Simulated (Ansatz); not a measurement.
# Molecular dynamics of CH$_{2}$AsN

The input (input.yaml):

```yaml
crystal:
  periodic: [false, false, false]
  atoms:
    - { symbol: C, position_ang: [-0.026928, -0.713059, 0.259692] }
    - { symbol: "N", position_ang: [-1.126036, -0.124725, 0.388874] }
    - { symbol: As, position_ang: [0.004676, 0.614572, -1.166817] }
    - { symbol: H, position_ang: [0.478328, -1.546646, 0.786016] }
    - { symbol: H, position_ang: [0.719861, 1.696258, -0.309165] }
basis:
  gaussian: { orbitals: def2-SVP }
hamiltonian:
  xc: pbe
  dispersion: d4
md:
  timestep: 1.0
  n_steps: 300
  ensemble: nve
  temperature: 300.0
  initial_velocities: maxwell_boltzmann
  seed: 991030
scf:
  lower_state_search: "off"
```

Run as:

```bash
$ ansatz run input.yaml --threads 1 --pin off --max-ram 2048MiB --backend cpu --events-out ev --progress --plain --runs-dir out
```

It starts from a relaxed structure.

Output, in part (step lines, the closing report, with atoms numbered from 0):

```
md step     0: t =     0.00 fs  T =   300.0 K  F+E_penalty+E_count = -63377.47726145 eV  E_kin = 0.116334 eV  conserved = -63377.36092745 eV  (18 SCF iters)
[... lines left out ...]
Total energy: -63377.43338828 eV, -2329.0777182519 hartree
Atom 0 at    -0.029088    -0.692883     0.255523 Å, force     0.978787    -0.764638     0.030595 eV/Å
Atom 1 at    -1.129478    -0.139170     0.383999 Å, force    -0.944787     0.772872     0.170550 eV/Å
Atom 2 at     0.004736     0.613369    -1.163256 Å, force     0.138473     0.358949    -0.388619 eV/Å
Atom 3 at     0.457391    -1.553224     0.750796 Å, force     0.112082    -0.033564     0.074442 eV/Å
Atom 4 at     0.809910     1.752560    -0.421203 Å, force    -0.284555    -0.333619     0.113033 eV/Å
Dipole moment:     0.363110    -0.153416    -0.017903 e Å
```

The steps, from the saved trajectory:

```
time (fs)  T (K)  potential energy less start (eV)  conserved less start (meV/atom)
      0.0    300                             0.000                             0.00
     10.0     59                             0.094                             0.19
     20.0    220                             0.032                             0.15
     30.0    107                             0.075                             0.16
     40.0    225                             0.029                             0.05
     50.0    118                             0.071                             0.13
     60.0    182                             0.047                             0.17
     70.0     86                             0.084                             0.19
     80.0    251                             0.019                             0.05
     90.0     85                             0.084                             0.16
    100.0    188                             0.044                             0.16
    110.0     97                             0.080                             0.22
    120.0    211                             0.035                             0.08
    130.0    110                             0.074                             0.12
    140.0    169                             0.052                             0.19
    150.0     77                             0.088                             0.25
    160.0    191                             0.043                             0.14
    170.0     94                             0.081                             0.15
    180.0    198                             0.040                             0.15
    190.0     50                             0.098                             0.27
    200.0    228                             0.028                             0.10
    210.0     82                             0.085                             0.13
    220.0    182                             0.047                             0.16
    230.0     92                             0.082                             0.26
    240.0    136                             0.065                             0.21
    250.0    128                             0.067                             0.14
    260.0    157                             0.056                             0.15
    270.0     99                             0.079                             0.24
    280.0    172                             0.050                             0.16
    290.0    114                             0.073                             0.14
    300.0    188                             0.044                             0.10
```

The run went to its last step. The conserved energy stayed within 0.27 meV per atom of its start (net change 0.1 meV per atom), so the integration is sound. The temperature averaged 0.49 of the 300 K drawn at the start: a run that starts near a minimum puts about half its kinetic energy into the potential. A run of 0.3 ps of so small a system gives no equilibrium averages.

The same pairs are bonded in the first frame and the last. Pairs count as bonded within 1.25 times the sum of covalent radii (0.12 Å more for H–H).

Last frame:

```xyz
5
Properties=species:S:1:pos:R:3
C -0.029 -0.693 0.256
N -1.129 -0.139 0.384
As 0.005 0.613 -1.163
H 0.457 -1.553 0.751
H 0.810 1.753 -0.421
```

The run took 5.1 min on 1 thread of Arm Neoverse V1 (shared host), peak memory 0.095 GiB.
